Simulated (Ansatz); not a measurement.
Diatomic CuC, multiplicity 4 (lowest of 2S+1 = 2, 4 at CCSD(T)/def2-TZVPP on PBE0 minima; our sources give no spin for the ground state, which may be another). No spin–orbit coupling. Cu is treated without relativity.

The constants come from a fifth-degree fit in 1/R (seven points, main isotopes). In def2 and cc sets the state is the lowest found near the PBE0 minimum, followed along R.

Correlated levels freeze the inner cores; with def2 sets outer-core shells near the valence are correlated too. CBS(a, b) extrapolates the correlation energy as X⁻³ and adds the Hartree–Fock energy of set b.

The values were computed with Ansatz (Gaussian basis) for Hartree–Fock, density functionals and correlated methods. Values without a source in brackets are computed.

```
level                                r_e (Å)  ω_e (cm⁻¹)  ω_e x_e (cm⁻¹)  dipole (D)
-----------------------------------  -------  ----------  --------------  ----------
PBE/def2-TZVPP                         1.774         636             5.5        3.25
B3LYP/def2-TZVPP                       1.816         575             5.2        3.57
BHLYP/def2-TZVPP                       1.862         541             4.4        4.29
CAM-B3LYP/def2-TZVPP                   1.810         589             4.7        3.89
wB97M-V/def2-TZVPP                     1.827         576             4.3        4.22
CCSD(T)/def2-TZVPP                     1.818           ?             4.4           -
CCSD(T)/def2-QZVPP                     1.805         604             5.1           -
CCSD(T)/CBS(def2-TZVPP, def2-QZVPP)        ?           ?             5.5           -
```

### Question
Complete the blanks.

### Answer

- CCSD(T)/CBS(def2-TZVPP, def2-QZVPP), r_e (Å): 1.796
- CCSD(T)/CBS(def2-TZVPP, def2-QZVPP), ω_e (cm⁻¹): 625
- CCSD(T)/def2-TZVPP, ω_e (cm⁻¹): 577

Ansatz is a quantum-chemistry and plane-wave program.
